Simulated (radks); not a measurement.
Values are calculated unless marked as measured or tabulated.
Question: Mean orbital radii <r> (bohr) of the hafnium ion Hf+, [Xe] 4f14 5d1 6s2, of relativity; Dirac values are averaged over j with weights 2j + 1. Spin-unpolarised spherical Kohn-Sham, PBE, point nucleus unless stated (finite: rms radius 5.347 fm), a radial shooting solver on a logarithmic mesh with Libxc functionals. A level marked "c x" has the speed of light scaled by that factor and shares open shells by 2j + 1; other Dirac levels either fill j = l - 1/2 first or share by 2j + 1.

shell       non-rel.
3s            0.2268
3p            0.2167
3d            0.1904
4s            0.5080
4p            0.5166
4d            0.5376
5s             1.236
5p             1.379
4f            0.6505
5d             2.079
6s             3.350
6p (empty)     4.086

Give the values at the level "Dirac, c x 0.75".

Answer: 
shell       Dirac, c x 0.75  change of magnitude (%)
3s                   0.1915                   -15.56
3p                   0.2000                    -7.71
3d                   0.1882                    -1.20
4s                   0.4332                   -14.73
4p                   0.4801                    -7.07
4d                   0.5348                    -0.53
5s                    1.040                   -15.82
5p                    1.290                    -6.42
4f                   0.7033                    +8.11
5d                    2.265                    +8.97
6s                    2.888                   -13.77
6p (empty)            3.982                    -2.54
